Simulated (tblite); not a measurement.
Species: C6H9ClOSi.
Cartesian coordinates in Å at the GFN2-xTB level; atoms count from 1:
```xyz
18
C6H9ClOSi angstrom
C      2.9344   -0.2446   -0.2961
C      1.6987    0.1501   -0.0395
Cl     1.4460    1.5804    0.9140
C      0.4534   -0.5091   -0.5120
Si    -0.8021    0.7040   -1.3007
C     -2.0516    0.5577    0.1334
C     -1.3266   -0.1868    1.2566
C     -0.2856   -1.1129    0.6826
O     -0.0487   -2.2162    1.0955
H      3.1164   -1.1266   -0.8831
H      3.7948    0.2878    0.0681
H      0.7552   -1.3324   -1.1624
H     -0.2490    2.0388   -1.5036
H     -1.3011    0.1383   -2.5565
H     -2.9232   -0.0167   -0.1812
H     -2.4223    1.5171    0.4883
H     -2.0079   -0.7490    1.8973
H     -0.7897    0.5264    1.8875
```

Calculated harmonic vibrations of the isolated species, GFN2-xTB (tblite), most abundant isotopes, no scaling. The method is semi-empirical: single wavenumbers can be off by several per cent or more. Modes of hydrogen on silicon can be 10 to 20 % off. One conformer, not necessarily the lowest.

Harmonic wavenumbers (cm⁻¹): 26.4, 64.5, 95.8, 146.4, 172.5, 282.8, 347.0, 417.7, 447.6, 458.0, 481.1, 532.9, 539.6, 612.6, 642.4, 653.7, 672.7, 723.6, 745.5, 783.1, 810.0, 828.8, 864.5, 920.2, 957.6, 1044.2, 1075.5, 1117.5, 1134.0, 1170.9, 1183.8, 1224.1, 1246.7, 1288.5, 1388.8, 1443.8, 1479.0, 1680.4, 1778.9, 2263.8, 2313.9, 2962.6, 2973.7, 2988.7, 2995.8, 3016.5, 3118.9, 3149.7.

A = 1497, B = 1063, C = 899.3 MHz; mass 160.011 u (most abundant isotopes); point group C1, symmetry number 1.

Problem. Zero-point energy?

Solution. ½Σν̃ = 28633 cm⁻¹ = 342.53 kJ/mol.

Problem. What is S at 200 K and 1 bar for an ideal gas of classical rigid rotors and harmonic oscillators?

Solution. Translation 163.85, rotation 119.69, vibration 80.90: S = 364.4 J/(mol K).

Problem. And Cp and H(200 K) − H(0)?

Solution. Cp = 118.83 J/(mol K), of which vibrations give 85.57 (their classical limit is 48 R = 399.1); H(200 K) − H(0) = 15.00 kJ/mol without the zero-point energy, 8.35 from vibrations.

Problem. How do the functions run with temperature in this model?

Solution. 
```csv
T (K),S (J/(mol K)),Cp (J/(mol K)),H − H(0) (kJ/mol),G − H(0) (kJ/mol),ln q(vib)
50,255.6,56.0,2.20,-10.58,0.89
100,300.1,74.1,5.46,-24.55,2.19
298.15,420.9,166.6,29.03,-96.45,7.21
373.15,461.9,199.1,42.78,-129.57,9.17
500,526.6,243.4,70.98,-192.33,12.50
750,637.3,301.7,139.73,-338.26,18.85
1000,729.5,338.2,220.04,-509.45,24.73
```

q(vib) and H(0) count from the zero-point level.

Problem. Blend soft modes into free rotors: weight 1/[1 + (100 cm⁻¹/ν̃)⁴] for the oscillator and the rest for a rotor with moment μB/(μ + B), μ = h/(8π²ν), B = 10⁻⁴⁴ kg m². What vibrational entropy results?

Solution. 72.00 J/(mol K) in place of 80.90, which changes −T·S at 200 K by +1.78 kJ/mol.

Hindered rotation and anharmonicity are outside this model. Other conformers, if any are populated, would add a mixing term that is left out. The structure is chiral; the term R ln 2 for an equal mix with its mirror image is left out.

Time: 1.5 s of wall time. Hardware: one thread of an Arm Neoverse N1, on a shared host. The figure is for the frequency step alone.
